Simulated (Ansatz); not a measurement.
Isolated molecules relaxed with PBE0-D4/def2-TZVP in Ansatz; ΔE leaves out vibrations. CBS: MP2 limit from def2 TZ/QZ plus the TZ coupled-cluster correction, frozen cores. This one scheme is used for every species. Functionals use def2-TZVPP. For Ge outer-core shells are correlated without core-valence functions, which leaves a few kJ/mol of doubt a bond. Scalar relativity is left out up to krypton. One conformer a species, not always the lowest.

Consider the ligand exchange at a Ge–O bond: `C[O][Ge][Cl]` + silanol → `[SiH3][O][Ge][Cl]` + CH₃OH.

```tsv
level	ΔE (kcal/mol)	difference from CCSD(T)/CBS
PBE-D4	-0.8	1.2
BLYP-D4	-1.1	0.9
r2SCAN0-D4	-1.8	0.2
CAM-B3LYP-D4	-1.7	0.3
PBE	-0.4	1.6
r2SCAN	-1.0	1.0
BHLYP	-2.0	0.0
RPA@PBE/def2-TZVPP	-2.1	-0.1
HF/def2-SVP	-4.4	-2.4
MP2/def2-SVP	-2.3	-0.3
CCSD(T)/CBS	-2.0	0
```

Largest T1 diagnostic among the species: 0.015.

From PBE to PBE0 (25 % exact exchange), in def2-TZVPP and without D4, ΔE moves by −1.0 kcal/mol. In def2-TZVPP, CCSD(T) changes the Hartree–Fock value by +1.6 kcal/mol (the triples alone add +0.4 kcal/mol) and MP2 by +2.0 kcal/mol.
